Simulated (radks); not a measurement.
Ionisation ladder of krypton, from Kr21+ to Kr24+. Each ion is in the ground configuration listed by NIST, and IE = E(next ion) - E(this ion). Calculated with a radial shooting solver on a logarithmic mesh with Libxc functionals: scalar-relativistic Kohn-Sham, BLYP, spin-polarised, spherical densities, finite nucleus; open shells are filled with parallel spins first; Fermi nuclear charge, rms radius 4.1884 fm.

species  configuration  IE, Delta-SCF (eV)  -e(HOMO) (eV)   HOMO  IE, NIST (eV)       kind  error (eV)
Kr21+     [Ne] 3s2 3p3              945.11         920.48  3p up            945  semi-emp.        +0.1
Kr22+     [Ne] 3s2 3p2              994.77         970.12  3p up            999  semi-emp.        -4.2
Kr23+     [Ne] 3s2 3p1              1044.0         1019.7  3p up           1042  semi-emp.        +2.0
Kr24+         [Ne] 3s2              1154.7         1132.8     3s           1155  semi-emp.        -0.3

Reference values: NIST Atomic Spectra Database (exp. = measured, semi-emp. = semi-empirical, theory = theoretical value adopted there). The ionisation energy per charge of the ion left behind rises most, in proportion, at Kr24+ ([Ne] 3s2), from 43.500 to 46.186 eV. Against the entries that are not theoretical the mean signed error is -0.1 % and the largest -0.4 %. Open shells are spherical and high-spin; term and fine-structure splittings are not resolved.
